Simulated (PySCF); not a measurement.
## Ionisation energy along the 13-electron series

Calculated with PySCF 2.14 and a two-component X2C-1e Hamiltonian (Gaussian nucleus, no Breit or QED terms), each ion in its own even-tempered basis scaled to its charge; GMP2 freezes 1s2 and drops the highest virtual spinors. Values in eV. NIST values: (m) measured, (s) semi-empirical, (t) theoretical.

| ion | configuration | GHF (spin-free) | GMP2 (spin-free) | GHF (screened spin-orbit) | GMP2 (screened spin-orbit) | NIST |
| --- | --- | --- | --- | --- | --- | --- |
| Kr²³⁺ | [Ne] 3s2 3p1 | 1041.8 | 1042.2 | 1050.3 | 1050.7 | 1042 ± 5 (s) |
| Rb²⁴⁺ | [Ne] 3s2 3p1 | 1124.2 | 1124.6 | 1133.8 | 1134.2 | 1125 ± 5 (s) |
| Sr²⁵⁺ | [Ne] 3s2 3p1 | 1209.7 | 1210.1 | 1220.7 | 1221.1 | 1211 ± 6 (s) |

Between Z = 36 and Z = 38 the GMP2 (screened spin-orbit) value grows as Z to the power 2.78.
